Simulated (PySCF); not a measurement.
Isomers of C7H12Se, from PySCF 2.14.0, PBE0-D3(BJ)/def2-SVP geometry optimisation, gas phase. One conformer each, no zero-point energy, no frequencies.

Task: Which is lower in electronic energy at this level?
A. `[CH2:1]=[C:2]([Se:3][CH3:4])[CH:5]1[CH2:6][CH2:7][CH2:8]1` with C1–C2–Se3–C4 3°, C1–C2–C5–C6 131°: A = 2592, B = 1017, C = 832.3 MHz, dipole 0.69 D
B. `[CH2:1]1[CH2:2][CH:3]([C@@H:4]2[CH2:5][CH2:6][Se:7]2)[CH2:8]1` with C2–C3–C4–C5 163°, C8–C1–C2–C3 18°, C1–C2–C3–C4 -143°, C3–C4–C5–C6 -143°, C4–C5–C6–Se7 21°: A = 2718, B = 948.8, C = 814.9 MHz, dipole 1.75 D

Result: B. That is `C1CC([C@@H]2CC[Se]2)C1`, 9.7 kcal/mol below the other.

```csv
SMILES,mapped SMILES,E (Eh),relative (kcal/mol),relative (kJ/mol),dipole (D)
C1CC([C@@H]2CC[Se]2)C1,[CH2:1]1[CH2:2][CH:3]([C@@H:4]2[CH2:5][CH2:6][Se:7]2)[CH2:8]1,-2674.39646,0.0,0.0,1.75
C=C([Se]C)C1CCC1,[CH2:1]=[C:2]([Se:3][CH3:4])[CH:5]1[CH2:6][CH2:7][CH2:8]1,-2674.38104,9.7,40.5,0.69
```

As drawn, the higher has a C=C bond outside aromatic rings, which the lower lacks.
